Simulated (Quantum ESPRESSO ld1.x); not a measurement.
Input file for ld1.x (Quantum ESPRESSO 7.5):

```
 &input
    atom='Er',
    iswitch=1,
    rel=2,
    dft='SLA-VWN',
    config='[Xe] 4f10 6p1 6s0 5d0',
    rel_dist='average',
    verbosity='high',
    lsmall=.true.,
    prefix='ld1',
    max_out_wfc=37,
    file_charge='ld1.rho',
 /
```

It prints:

```
     Program LD1 v.7.5 starts

     --------------------------- All-electron run ----------------------------

     dirac relativistic calculation

     atomic number is 68.00
     dft =SLA-VWN   lsd =0 sic =0 latt =0  beta=0.20 tr2=1.0E-14
     Exchange-correlation= SLA-VWN
                           (   1   2   0   0   0   0   0)
     mesh =2105 r(mesh) = 100.73490 a.u. xmin = -8.00 dx = 0.00800
     1 Ry =  13.60569312 eV, c = 137.03599908

     n l j   nl                  e(Ry)          e(Ha)          e(eV)
     Spin orbit split results
     1 0 0.5 1S 1( 2.00)   -4211.670471765   -2105.835235882 -57302.6959740
     2 0 0.5 2S 1( 2.00)    -710.084701653    -355.042350826  -9661.1945420
     2 1 0.5 2P 1( 2.00)    -676.689505378    -338.344752689  -9206.8297497
     2 1 1.5 2P 1( 4.00)    -609.382804014    -304.691402007  -8291.0754258
     3 0 0.5 3S 1( 2.00)    -161.822569825     -80.911284913  -2201.7082254
     3 1 0.5 3P 1( 2.00)    -147.146176854     -73.573088427  -2002.0257265
     3 1 1.5 3P 1( 4.00)    -133.018204331     -66.509102165  -1809.8048679
     4 0 0.5 4S 1( 2.00)     -34.647121591     -17.323560795   -471.3981040
     4 1 0.5 4P 1( 2.00)     -28.779116817     -14.389558408   -391.5598318
     4 1 1.5 4P 1( 4.00)     -25.562276581     -12.781138290   -347.7924907
     3 2 1.5 3D 1( 4.00)    -107.838202664     -53.919101332  -1467.2134924
     3 2 2.5 3D 1( 6.00)    -104.748993021     -52.374496510  -1425.1826540
     5 0 0.5 5S 1( 2.00)      -6.671170756      -3.335585378    -90.7659021
     5 1 0.5 5P 1( 2.00)      -4.976391427      -2.488195714    -67.7072546
     5 1 1.5 5P 1( 4.00)      -4.502690212      -2.251345106    -61.2622212
     4 2 1.5 4D 1( 4.00)     -15.879402131      -7.939701065   -216.0502724
     4 2 2.5 4D 1( 6.00)     -15.290641814      -7.645320907   -208.0397802
     4 3 2.5 4F 1( 4.29)      -3.556012872      -1.778006436    -48.3820199
     4 3 3.5 4F 1( 5.71)      -3.465441292      -1.732720646    -47.1497308
     6 1 0.5 6P 1( 0.33)      -1.584894419      -0.792447209    -21.5635871
     6 1 1.5 6P 1( 0.67)      -1.502922110      -0.751461055    -20.4482970
     6 0 0.5 6S 1( 0.00)      -1.997895110      -0.998947555    -27.1827478
     5 2 1.5 5D 1( 0.00)      -2.263493997      -1.131746998    -30.7964047
     5 2 2.5 5D 1( 0.00)      -2.215208575      -1.107604287    -30.1394481
     Averaged results
     1 0     1S 1( 2.00)   -4211.670471765   -2105.835235882 -57302.6959740
     2 0     2S 1( 2.00)    -710.084701653    -355.042350826  -9661.1945420
     2 1     2P 1( 6.00)    -631.818371135    -315.909185568  -8596.3268671
     3 0     3S 1( 2.00)    -161.822569825     -80.911284913  -2201.7082254
     3 1     3P 1( 6.00)    -137.727528505     -68.863764253  -1873.8784874
     4 0     4S 1( 2.00)     -34.647121591     -17.323560795   -471.3981040
     4 1     4P 1( 6.00)     -26.634556659     -13.317278330   -362.3816044
     3 2     3D 1(10.00)    -105.984676878     -52.992338439  -1441.9949893
     5 0     5S 1( 2.00)      -6.671170756      -3.335585378    -90.7659021
     5 1     5P 1( 6.00)      -4.660590617      -2.330295308    -63.4105657
     4 2     4D 1(10.00)     -15.526145941      -7.763072970   -211.2439771
     4 3     4F 1(10.00)      -3.504257684      -1.752128842    -47.6778547
     6 1     6P 1( 1.00)      -1.530246213      -0.765123106    -20.8200604
     6 0     6S 1( 0.00)      -1.997895110      -0.998947555    -27.1827478
     5 2     5D 1( 0.00)      -2.234522743      -1.117261372    -30.4022307

     final scf error:  5.5E-15 reached in  37 iterations

     Etot =  -26177.979547 Ry,  -13088.989774 Ha, -356169.556300 eV

     Ekin =   28894.335361 Ry,   14447.167680 Ha,  393127.459913 eV
     Encl =  -64581.551651 Ry,  -32290.775825 Ha, -878676.773169 eV
     Eh   =   10047.600657 Ry,    5023.800328 Ha,  136704.571157 eV
     Exc  =    -538.363914 Ry,    -269.181957 Ha,   -7324.814201 eV

     normalization and overlap integrals

     s(1S/1S) =  1.000000  <r> =   0.0204  <r2> =    0.0006  r(max) =   0.0128
     LC norm =  0.93528499 + SC norm =  0.06471501 =  1.00000000
     s(1S/2S) = -0.000000
     s(1S/3S) = -0.000000
     s(1S/4S) =  0.000000
     s(1S/5S) =  0.000000
     s(1S/6S) =  0.000000
     s(2S/2S) =  1.000000  <r> =   0.0859  <r2> =    0.0088  r(max) =   0.0734
     LC norm =  0.98555547 + SC norm =  0.01444453 =  1.00000000
     s(2S/3S) =  0.000000
     s(2S/4S) =  0.000000
     s(2S/5S) =  0.000000
     s(2S/6S) =  0.000000
     s(2P/2P) =  1.000000  <r> =   0.0715  <r2> =    0.0063  r(max) =   0.0555
     LC norm =  0.98548755 + SC norm =  0.01451245 =  1.00000000
     s(2P/3P) =  0.000000
     s(2P/4P) =  0.000000
     s(2P/5P) =  0.000000
     s(2P/6P) =  0.000000
     s(2P/2P) =  1.000000  <r> =   0.0788  <r2> =    0.0076  r(max) =   0.0616
     LC norm =  0.98667864 + SC norm =  0.01332136 =  1.00000000
     s(2P/3P) =  0.000000
     s(2P/4P) =  0.000000
     s(2P/5P) =  0.000000
     s(2P/6P) =  0.000000
     s(3S/3S) =  1.000000  <r> =   0.2251  <r2> =    0.0581  r(max) =   0.2077
     LC norm =  0.99534996 + SC norm =  0.00465004 =  1.00000000
     s(3S/4S) =  0.000000
     s(3S/5S) =  0.000000
     s(3S/6S) =  0.000000
     s(3P/3P) =  1.000000  <r> =   0.2148  <r2> =    0.0537  r(max) =   0.1949
     LC norm =  0.99540315 + SC norm =  0.00459685 =  1.00000000
     s(3P/4P) =  0.000000
     s(3P/5P) =  0.000000
     s(3P/6P) =  0.000000
     s(3P/3P) =  1.000000  <r> =   0.2285  <r2> =    0.0606  r(max) =   0.2077
     LC norm =  0.99574194 + SC norm =  0.00425806 =  1.00000000
     s(3P/4P) =  0.000000
     s(3P/5P) =  0.000000
     s(3P/6P) =  0.000000
     s(4S/4S) =  1.000000  <r> =   0.5073  <r2> =    0.2908  r(max) =   0.4735
     LC norm =  0.99849130 + SC norm =  0.00150870 =  1.00000000
     s(4S/5S) =  0.000000
     s(4S/6S) =  0.000000
     s(4P/4P) =  1.000000  <r> =   0.5158  <r2> =    0.3031  r(max) =   0.4773
     LC norm =  0.99857235 + SC norm =  0.00142765 =  1.00000000
     s(4P/5P) =  0.000000
     s(4P/6P) =  0.000000
     s(4P/4P) =  1.000000  <r> =   0.5471  <r2> =    0.3407  r(max) =   0.5048
     LC norm =  0.99869944 + SC norm =  0.00130056 =  1.00000000
     s(4P/5P) =  0.000000
     s(4P/6P) =  0.000000
     s(3D/3D) =  1.000000  <r> =   0.2014  <r2> =    0.0477  r(max) =   0.1647
     LC norm =  0.99585660 + SC norm =  0.00414340 =  1.00000000
     s(3D/4D) =  0.000000
     s(3D/5D) =  0.000000
     s(3D/3D) =  1.000000  <r> =   0.2056  <r2> =    0.0496  r(max) =   0.1674
     LC norm =  0.99595244 + SC norm =  0.00404756 =  1.00000000
     s(3D/4D) = -0.000000
     s(3D/5D) = -0.000000
     s(5S/5S) =  1.000000  <r> =   1.2051  <r2> =    1.6298  r(max) =   1.0882
     LC norm =  0.99966504 + SC norm =  0.00033496 =  1.00000000
     s(5S/6S) =  0.000000
     s(5P/5P) =  1.000000  <r> =   1.3280  <r2> =    1.9917  r(max) =   1.1788
     LC norm =  0.99972485 + SC norm =  0.00027515 =  1.00000000
     s(5P/6P) =  0.000000
     s(5P/5P) =  1.000000  <r> =   1.4165  <r2> =    2.2649  r(max) =   1.2567
     LC norm =  0.99975604 + SC norm =  0.00024396 =  1.00000000
     s(5P/6P) = -0.000000
     s(4D/4D) =  1.000000  <r> =   0.5735  <r2> =    0.3818  r(max) =   0.5048
     LC norm =  0.99887648 + SC norm =  0.00112352 =  1.00000000
     s(4D/5D) =  0.000000
     s(4D/4D) =  1.000000  <r> =   0.5844  <r2> =    0.3963  r(max) =   0.5130
     LC norm =  0.99891044 + SC norm =  0.00108956 =  1.00000000
     s(4D/5D) = -0.000000
     s(4F/4F) =  1.000000  <r> =   0.7237  <r2> =    0.6652  r(max) =   0.4968
     LC norm =  0.99929208 + SC norm =  0.00070792 =  1.00000000
     s(4F/4F) =  1.000000  <r> =   0.7337  <r2> =    0.6845  r(max) =   0.5008
     LC norm =  0.99930596 + SC norm =  0.00069404 =  1.00000000
     s(6P/6P) =  1.000000  <r> =   3.2452  <r2> =   11.7292  r(max) =   3.0056
     LC norm =  0.99994328 + SC norm =  0.00005672 =  1.00000000
     s(6P/6P) =  1.000000  <r> =   3.4025  <r2> =   12.8828  r(max) =   3.1788
     LC norm =  0.99994724 + SC norm =  0.00005276 =  1.00000000
     s(6S/6S) =  1.000000  <r> =   2.8373  <r2> =    8.9596  r(max) =   2.6235
     LC norm =  0.99992824 + SC norm =  0.00007176 =  1.00000000
     s(5D/5D) =  1.000000  <r> =   1.9116  <r2> =    4.1992  r(max) =   1.5976
     LC norm =  0.99986753 + SC norm =  0.00013247 =  1.00000000
     s(5D/5D) =  1.000000  <r> =   1.9494  <r2> =    4.3644  r(max) =   1.6234
     LC norm =  0.99987243 + SC norm =  0.00012757 =  1.00000000

     LC charge = 64.65162914 + SC charge =  0.34837086 = 65.00000000

     ------------------------ End of All-electron run ------------------------
```

Run on one thread of a shared host, so times are rough (Intel(R) Xeon(R) Processor @ 2.60GHz): 0.63 s of CPU time, 1.8 s wall, 37 iterations on 2105 mesh points.
